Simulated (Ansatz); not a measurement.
Reaction (substitution at a C–O bond): `CCOB(Cl)Cl` + `CNBCl` → `CCN(C)BCl` + `OB(Cl)Cl`

Gas-phase electronic energies from Ansatz, PBE0-D4/def2-TZVP geometries. CBS: MP2 limit from def2 TZ/QZ plus the TZ coupled-cluster correction, frozen cores. This one scheme is used for every species. DFT in def2-TZVPP. One conformer a species, not always the lowest.

```csv
level,ΔE (kcal/mol)
r2SCAN-D4,-3.7
HF/def2-TZVPP,-0.5
```

**Question.** What does CCSD(T)/CBS give? (Best estimate.)

**Answer.** Computed: -4.8 kcal/mol. The listed levels differ from it by 1.1, 4.3 kcal/mol.

Largest T1 diagnostic among the species: 0.011.

The D4 term adds −1.3 kcal/mol with B3LYP and −0.7 kcal/mol with PBE0; it sums over pairs of atoms, weighted by their polarisabilities, and B3LYP, whose exchange is more repulsive, gets the larger term. In def2-TZVPP, CCSD(T) changes the Hartree–Fock value by −4.4 kcal/mol (the triples alone add −0.5 kcal/mol) and MP2 by −5.6 kcal/mol.

B3LYP here is the variant with VWN-RPA as its local correlation; programs differ in this.
